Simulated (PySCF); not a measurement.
HBe (SMILES [BeH]), doublet, at a GFN2-xTB geometry (such geometries of metal compounds can be far from the true shape) (the spin is typed, not shown lowest); PySCF with B3LYP/cc-pVDZ.

Here is a job for PySCF.
```python
from pyscf import gto, scf, dft

mol = gto.Mole()
mol.atom = '''
    Be   -0.000000   -0.000000   -0.262434
    H     0.000000    0.000000    1.049736
'''
mol.basis = 'cc-pvdz'
mol.charge = 0
mol.spin = 1
mol.verbose = 3
mol.build()

mf = dft.UKS(mol)
mf.xc = 'b3lyp'
mf.kernel()
mf.analyze()
```

It wrote (shortened):

```
converged SCF energy = -15.2612508064721  <S^2> = 0.75094184  2S+1 = 2.0009416
**** MO energy ****
                             alpha | beta                alpha | beta
MO #1   energy= -4.0723005885578   | -4.06425209098347  occ= 1 | 1
MO #2   energy= -0.350978645938453 | -0.336903981338881 occ= 1 | 1
MO #3   energy= -0.200084954741037 | -0.0692054591466205 occ= 1 | 0
MO #4   energy= -0.0507574421647224 | -0.0310404028284278 occ= 0 | 0
MO #5   energy= -0.0507574421647185 | -0.0310404028284217 occ= 0 | 0
MO #6   energy= 0.0967230095624141 | 0.104654432039417  occ= 0 | 0
MO #7   energy= 0.179390197075786  | 0.210327873409705  occ= 0 | 0
MO #8   energy= 0.199883102976677  | 0.210327873409709  occ= 0 | 0
MO #9   energy= 0.19988310297668   | 0.224051786033867  occ= 0 | 0
MO #10  energy= 0.227867730930748  | 0.250794212970381  occ= 0 | 0
MO #11  energy= 0.448814508176621  | 0.495770333409377  occ= 0 | 0

To work with the spin densities directly, `use mulliken_meta_spin()` only printing them here.

 ** Mulliken spin pop alpha/beta on meta-lowdin orthogonal AOs **
 ** Mulliken Spin Density (per atom)  **
spin density of  0 Be =      0.77982
spin density of  1 H =      0.22018
 ** Mulliken pop alpha/beta on meta-lowdin orthogonal AOs **
 ** Mulliken atomic charges   ( Nelec_alpha | Nelec_beta ) **
charge of  0Be =      0.58399  (     2.09792      1.31809 )
charge of  1H =     -0.58399  (     0.90208      0.68191 )
Dipole moment(X, Y, Z, Debye): -0.00000,  0.00000, -0.11651
```
